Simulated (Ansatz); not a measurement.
`[F][InH][SiH3]` + HCl → `[F][InH][Cl]` + SiH₄ at 298.15 K and 1 bar (cleavage of the In–Si bond).

Calculated with Ansatz (gas phase, PBE0-D4/def2-TZVP geometries, no zero-point term in ΔE). CCSD(T)/CBS is the MP2 limit (def2-TZVPP, def2-QZVPP) plus CCSD(T) − MP2 in def2-TZVPP, frozen cores. This one scheme is used for every species. Elements past krypton have def2 core potentials. For In outer-core shells are correlated without core-valence functions, which leaves a few kJ/mol of doubt a bond.

```tsv
species	CCSD(T)/CBS energy (Eh)	H − E (kJ/mol)	S (J/(mol·K))
`[F][InH][SiH3]`	-581.10508	102.8	345.0
HCl	-460.38127	26.6	186.8
`[F][InH][Cl]`	-750.05448	37.6	308.4
SiH₄	-291.46306	92.1	204.8
```

H − E and S are ideal-gas, rigid-rotor, harmonic terms from PBE0-D4/def2-TZVP. 1 Eh = 2625.50 kJ/mol, R = 8.31446 J/(mol·K).

Question: By hand: ΔE, ΔH, ΔS and ΔG.

Answer: ΔE = (-750.05448) + (-291.46306) − (-581.10508) − (-460.38127) = -0.03119 Eh = -81.9 kJ/mol. Δ(H − E) = 37.6 + 92.1 − 102.8 − 26.6 = 0.3, so ΔH = -81.6 kJ/mol. ΔS = 308.4 + 204.8 − 345.0 − 186.8 = -18.6 J/(mol·K). ΔG = -81.6 − 298.15 × (-18.6)/1000 = -76.1 kJ/mol.

Question: By hand: the equilibrium constant, and the temperature at which ΔG would vanish if ΔH and ΔS stayed fixed.

Answer: log₁₀ K = −ΔG/(RT ln 10) = 13.3. ΔG = 0 at ΔH/ΔS = 4387 K, far beyond where these terms or the molecules hold.

ΔH outweighs TΔS. A doubt of 5 kJ/mol in ΔE shifts log₁₀ K by 0.9 here. Modes under 60 cm⁻¹, often nearly free rotors, make the harmonic entropy too high. These are equilibria of isolated gas molecules and say nothing of rates. Largest T1 diagnostic: 0.016 (customary marks: 0.02 for closed shells, 0.045 for open ones).
